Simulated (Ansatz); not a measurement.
C2H8N2, SMILES `NCCN` (charge 0, multiplicity 1).

These are Ansatz (an electronic-structure program) with frozen-core CCSD(T)/cc-pVDZ // PBE0-D3(BJ)/def2-TZVP values and carry that method's errors.

Ansatz 0.2 input:
```yaml
crystal:
  periodic: [false, false, false]
  atoms:
    - { symbol: N, position_ang: [-1.612647, 0.386103, 0.51975] }
    - { symbol: C, position_ang: [-0.759634, -0.630288, -0.065845] }
    - { symbol: C, position_ang: [0.580881, -0.127586, -0.584173] }
    - { symbol: N, position_ang: [1.331112, 0.486565, 0.502132] }
    - { symbol: H, position_ang: [-1.945435, 1.013746, -0.203185] }
    - { symbol: H, position_ang: [-1.045948, 0.950058, 1.145213] }
    - { symbol: H, position_ang: [-0.573773, -1.401398, 0.692878] }
    - { symbol: H, position_ang: [-1.300273, -1.127523, -0.876564] }
    - { symbol: H, position_ang: [0.402122, 0.639978, -1.344897] }
    - { symbol: H, position_ang: [1.112906, -0.954755, -1.080918] }
    - { symbol: H, position_ang: [1.672623, -0.221801, 1.140833] }
    - { symbol: H, position_ang: [2.138063, 0.986901, 0.154775] }
basis:
  gaussian: { orbitals: cc-pVDZ }
correlation:
  method: ccsd_t
```

Output:

```
Functional definition: HF
878 factors; integrals over basis functions are off by at most 1.0e-3 eV
mean field evaluation 1: about -5147.6011 eV, gradient 3.5e1 eV
mean field evaluation 2: about -5147.7835 eV, gradient 3.5e1 eV
mean field evaluation 4: about -5150.8416 eV, gradient 3.5e0 eV
mean field evaluation 8: about -5150.8810 eV, gradient 1.6e-1 eV
mean field evaluation 16: about -5150.6905 eV, gradient 4.5e-1 eV
mean field -5150.88108971 eV, -189.2913886544 hartree, gradient 8.6e-6 eV, S^2 0.000000; 0 other end points of the search recorded, 0 dependent functions left out
4 core orbitals not correlated
reference -5150.88108971 eV, -189.2913886544 hartree; 13, 13 occupied and 79, 79 virtual orbitals, 878 factors
second order -17.29241085 eV of doubles, -0.00000000 eV of singles
cycle   1  -18.13377241 eV  change   -8.4e-1 eV  update   7.6e-2
cycle   2  -18.56913363 eV  change   -4.4e-1 eV  update   2.2e-2
cycle   3  -18.63427873 eV  change   -6.5e-2 eV  update   8.3e-3
cycle   4  -18.63450073 eV  change   -2.2e-4 eV  update   2.0e-3
cycle   5  -18.63541427 eV  change   -9.1e-4 eV  update   7.9e-4
cycle   6  -18.63560496 eV  change   -1.9e-4 eV  update   2.6e-4
cycle   7  -18.63547867 eV  change    1.3e-4 eV  update   1.1e-4
cycle   8  -18.63545249 eV  change    2.6e-5 eV  update   4.1e-5
cycle   9  -18.63544903 eV  change    3.5e-6 eV  update   1.3e-5
perturbative correction -0.50212755 eV, -0.0184528472 hartree
Total energy: -5170.01866630 eV, -189.9946816220 hartree
```
